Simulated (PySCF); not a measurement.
Polarisability and C₆ of Sn⁻ (tin, charge -1)

[Kr] 4d10 5s2 5p3, high-spin 4S determinant. Computed with PySCF 2.14 in aug-cc-pVTZ-PP with one added diffuse shell each of d, f type with ECP28MDF (6s5p5d3f, 67 functions), with a scalar-relativistic core potential. Coupled (time-dependent) response in atomic units; α is the mean over directions.

```
   method  mean α (bohr³)  C₆ (like pair)  S(−4)
      UHF           176.8            3039  14910
CAM-B3LYP           198.9            3410  21680
    wB97X           184.9            3129  18000
```

S(−4) is the Cauchy moment in α(ω) = α(0) + S(−4) ω² + …

α(iu) at UHF:

```csv
u (hartree),α(iu) (bohr³)
0,176.8
0.0500,147.6
0.100,104.6
0.200,56.33
0.300,34.82
0.500,17.12
0.750,9.264
1.00,5.928
1.50,3.145
2.00,1.990
3.00,1.016
5.00,0.4096
```

For an ion, C₆ is the dispersion term alone; charge-induced terms of lower order in 1/R come first.

Energies and moments cover only the electrons outside the core potential.
